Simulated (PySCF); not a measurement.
PySCF input (M06-2X/def2-TZVPD):

```python
from pyscf import gto, scf, dft

mol = gto.M(
    atom='''
    Se    0.00065560    0.02646256   -0.06067825
    H    -1.07638699   -0.86807534    0.42835260
    H     1.06782330   -0.86656701    0.45217774
    H    -0.01372686    0.83491536    1.18253017
    ''',
    basis='def2-tzvpd',
    charge=1,
    spin=0,
    verbose=4,
)

mf = dft.RKS(mol, xc='m062x').density_fit(auxbasis='def2-universal-jkfit')
mf.grids.level = 4
mf.conv_tol = 1e-9
mf.max_cycle = 100
mf.max_memory = 1500
mf.kernel()
if not mf.converged:
    mf = mf.newton()
    mf.kernel(mf.make_rdm1())
mf.analyze()
```

End of the output:

```
Extra cycle  E= -2403.04078479531  delta_E= 1.36e-12  |g|= 6.83e-08  |ddm|= 6.12e-07
converged SCF energy = -2403.04078479531
**** SCF Summaries ****
Total Energy =                       -2403.040784795308355
Nuclear Repulsion Energy =              37.136209228521608
One-electron Energy =                -3407.680330459641482
Two-electron Energy =                  967.503336435811320
Two-electron Coulomb Energy =         1055.523732602160180
DFT Exchange-Correlation Energy =      -88.020396166348817
HOMO-LUMO gap [eV] =                    12.384604298667345
**** MO energy ****
MO #1   energy= -456.660469673722  occ= 2
MO #2   energy= -59.2272011561749  occ= 2
MO #3   energy= -53.2822055855232  occ= 2
MO #4   energy= -53.2822055338602  occ= 2
MO #5   energy= -53.2811606626632  occ= 2
MO #6   energy= -8.46478827196189  occ= 2
MO #7   energy= -6.40092051063763  occ= 2
MO #8   energy= -6.40092020482283  occ= 2
MO #9   energy= -6.3966629408389   occ= 2
MO #10  energy= -2.67214587258741  occ= 2
MO #11  energy= -2.67214564521163  occ= 2
MO #12  energy= -2.6684284708352   occ= 2
MO #13  energy= -2.66842823880821  occ= 2
MO #14  energy= -2.6663983029622   occ= 2
MO #15  energy= -1.12194779416649  occ= 2
MO #16  energy= -0.764548174530431 occ= 2
MO #17  energy= -0.764546978508277 occ= 2
MO #18  energy= -0.681308787647517 occ= 2
MO #19  energy= -0.226182970478012 occ= 0
MO #20  energy= -0.226179215938118 occ= 0
MO #21  energy= -0.198250589228047 occ= 0
MO #22  energy= -0.119422063676247 occ= 0
MO #23  energy= -0.119421161168731 occ= 0
MO #24  energy= -0.114579165844358 occ= 0
MO #25  energy= -0.0989796943679488 occ= 0
MO #26  energy= -0.0989788340710961 occ= 0
MO #27  energy= -0.0946277367522843 occ= 0
MO #28  energy= -0.029334486395312 occ= 0
MO #29  energy= -0.00358533284519503 occ= 0
MO #30  energy= -0.00358448111197062 occ= 0
MO #31  energy= 0.0417326079162825 occ= 0
MO #32  energy= 0.0417329513354184 occ= 0
MO #33  energy= 0.0563930740407024 occ= 0
MO #34  energy= 0.0633937812172981 occ= 0
MO #35  energy= 0.063395273718718  occ= 0
MO #36  energy= 0.0777478688565679 occ= 0
MO #37  energy= 0.0784227071766007 occ= 0
MO #38  energy= 0.0784228736464075 occ= 0
MO #39  energy= 0.0802782810088878 occ= 0
MO #40  energy= 0.155683145802624  occ= 0
MO #41  energy= 0.164318558407946  occ= 0
MO #42  energy= 0.16432030505323   occ= 0
MO #43  energy= 0.287810658712773  occ= 0
MO #44  energy= 0.287810744292722  occ= 0
MO #45  energy= 0.288130882430905  occ= 0
MO #46  energy= 0.30436658210575   occ= 0
MO #47  energy= 0.362563151624907  occ= 0
MO #48  energy= 0.362565228134428  occ= 0
MO #49  energy= 0.429644461815695  occ= 0
MO #50  energy= 0.429648730725974  occ= 0
MO #51  energy= 0.748949192695086  occ= 0
MO #52  energy= 0.954021539098663  occ= 0
MO #53  energy= 0.967021823241463  occ= 0
MO #54  energy= 0.967049481880991  occ= 0
MO #55  energy= 1.03270724604566   occ= 0
MO #56  energy= 1.03272066769468   occ= 0
MO #57  energy= 1.03468098533532   occ= 0
MO #58  energy= 1.04823366542018   occ= 0
MO #59  energy= 1.07226359131947   occ= 0
MO #60  energy= 1.07228478237316   occ= 0
MO #61  energy= 1.12016397758274   occ= 0
MO #62  energy= 1.21124032572366   occ= 0
MO #63  energy= 1.21124594841028   occ= 0
MO #64  energy= 1.40542778160033   occ= 0
MO #65  energy= 1.46270133539657   occ= 0
MO #66  energy= 1.4627045471932    occ= 0
MO #67  energy= 1.57920908695025   occ= 0
MO #68  energy= 1.58448508416873   occ= 0
MO #69  energy= 1.58452212090528   occ= 0
MO #70  energy= 1.74306307048212   occ= 0
MO #71  energy= 1.81876083962599   occ= 0
MO #72  energy= 1.81879976145526   occ= 0
MO #73  energy= 2.14002742074479   occ= 0
MO #74  energy= 2.38144841653547   occ= 0
MO #75  energy= 2.38147434893757   occ= 0
MO #76  energy= 2.62272741665877   occ= 0
MO #77  energy= 2.62275521097163   occ= 0
MO #78  energy= 2.62608693382112   occ= 0
MO #79  energy= 3.33985655773892   occ= 0
MO #80  energy= 3.3398627158407    occ= 0
MO #81  energy= 3.34399204741618   occ= 0
MO #82  energy= 3.71509057132079   occ= 0
MO #83  energy= 3.71509971393594   occ= 0
MO #84  energy= 6.69168858725688   occ= 0
 ** Mulliken pop on meta-lowdin orthogonal AOs  **
 ** Mulliken pop  **
pop of  0 Se 1s           1.99997
pop of  0 Se 2s           1.99957
pop of  0 Se 3s           1.99839
pop of  0 Se 4s           1.65205
pop of  0 Se 5s           0.00085
pop of  0 Se 6s           0.00307
pop of  0 Se 7s           0.00068
pop of  0 Se 2px          1.99998
pop of  0 Se 2py          1.99998
pop of  0 Se 2pz          1.99998
pop of  0 Se 3px          1.99986
pop of  0 Se 3py          1.99986
pop of  0 Se 3pz          1.99988
pop of  0 Se 4px          1.08073
pop of  0 Se 4py          1.15224
pop of  0 Se 4pz          1.45689
pop of  0 Se 5px          0.02111
pop of  0 Se 5py          0.01948
pop of  0 Se 5pz          0.01254
pop of  0 Se 6px          0.00008
pop of  0 Se 6py          0.00014
pop of  0 Se 6pz          0.00040
pop of  0 Se 7px          0.00031
pop of  0 Se 7py          0.00029
pop of  0 Se 7pz          0.00022
pop of  0 Se 3dxy         1.99992
pop of  0 Se 3dyz         1.99994
pop of  0 Se 3dz^2        1.99995
pop of  0 Se 3dxz         1.99995
pop of  0 Se 3dx2-y2      1.99996
pop of  0 Se 4dxy         0.00786
pop of  0 Se 4dyz         0.00988
pop of  0 Se 4dz^2        0.00786
pop of  0 Se 4dxz         0.00610
pop of  0 Se 4dx2-y2      0.00012
pop of  0 Se 5dxy         0.00067
pop of  0 Se 5dyz         0.00048
pop of  0 Se 5dz^2        0.00039
pop of  0 Se 5dxz         0.00002
pop of  0 Se 5dx2-y2      0.00025
pop of  0 Se 6dxy         0.00012
pop of  0 Se 6dyz         0.00008
pop of  0 Se 6dz^2        0.00006
pop of  0 Se 6dxz         0.00002
pop of  0 Se 6dx2-y2      0.00004
pop of  0 Se 7dxy         0.00002
pop of  0 Se 7dyz         0.00002
pop of  0 Se 7dz^2        0.00001
pop of  0 Se 7dxz         0.00001
pop of  0 Se 7dx2-y2      0.00001
pop of  0 Se 4f-3         0.00066
pop of  0 Se 4f-2         0.00007
pop of  0 Se 4f-1         0.00074
pop of  0 Se 4f+0         0.00024
pop of  0 Se 4f+1         0.00003
pop of  0 Se 4f+2         0.00006
pop of  0 Se 4f+3         0.00003
pop of  1 H 1s            0.83343
pop of  1 H 2s            0.01032
pop of  1 H 3s            0.00128
pop of  1 H 2px           0.00414
pop of  1 H 2py           0.00232
pop of  1 H 2pz           0.00035
pop of  1 H 3px           0.00062
pop of  1 H 3py           0.00127
pop of  1 H 3pz           0.00156
pop of  2 H 1s            0.83343
pop of  2 H 2s            0.01032
pop of  2 H 3s            0.00128
pop of  2 H 2px           0.00410
pop of  2 H 2py           0.00231
pop of  2 H 2pz           0.00039
pop of  2 H 3px           0.00062
pop of  2 H 3py           0.00127
pop of  2 H 3pz           0.00156
pop of  3 H 1s            0.83343
pop of  3 H 2s            0.01032
pop of  3 H 3s            0.00128
pop of  3 H 2px           0.00015
pop of  3 H 2py           0.00299
pop of  3 H 2pz           0.00367
pop of  3 H 3px           0.00179
pop of  3 H 3py           0.00069
pop of  3 H 3pz           0.00097
 ** Mulliken atomic charges  **
charge of    0Se =      0.56587
charge of    1H =      0.14471
charge of    2H =      0.14471
charge of    3H =      0.14471

WARN: System has nonzero charge 1; the dipole moment is origin-dependent.
Location of origin: [0. 0. 0.]

Dipole moment(X, Y, Z, Debye): -0.01545, -0.62356,  1.42962
```
